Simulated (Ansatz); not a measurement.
The cluster K6, relaxed as a singlet with RKS PBE0/def2-SVP in Ansatz, starting from the GFN2-xTB geometry. Force threshold 0.02 eV/Å.

The restricted singlet is unstable towards broken spin symmetry at other levels; at PBE0/def2-SVP this wasn't settled. Another isomer (singlet) lies 0.04 eV lower at PBE0/def2-TZVP; other spin states weren't run for this one.

Start:

```xyz
6

K     3.039   -0.222   -3.240
K    -1.485   -3.454    3.050
K    -2.190   -0.359    1.349
K     3.478   -0.376    0.415
K    -2.924    3.571   -0.877
K     0.082    0.840   -0.697
```

```tsv
step	energy (eV)	largest force component (eV/Å)	SCF passes
1	-97907.4220	0.550	16
2	-97907.5940	0.444	28
3	-97907.8497	0.269	27
4	-97908.0159	0.152	26
5	-97908.1190	0.124	25
6	-97908.1906	0.124	26
7	-97908.2484	0.108	26
8	-97908.2904	0.067	26
9	-97908.3165	0.031	25
10	-97908.3383	0.053	25
11	-97908.3661	0.033	24
12	-97908.3887	0.019	24
13	-97908.4000	0.012	24
14	-97908.4045	0.015	23
15	-97908.4075	0.009	23
```

Force components are those of the run's own axes.

End:

```xyz
6

K     4.0406   -0.0522   -3.0679
K    -0.4883   -3.5540    3.6071
K    -2.0947    0.0416    1.6402
K     1.9901   -1.7050    0.4558
K    -3.6035    3.5192   -0.5826
K     0.1558    1.7505   -2.0526
```

Bonds formed: K2–K4, K3–K4 (atoms count from 1).

The force fell under the threshold at step 12, but the optimiser went on and released 0.019 eV more. No frequencies were taken in this run, so the end may be a saddle point.

Hardware: 4 threads of Arm Neoverse V1 on a shared host. Wall time 73 s.
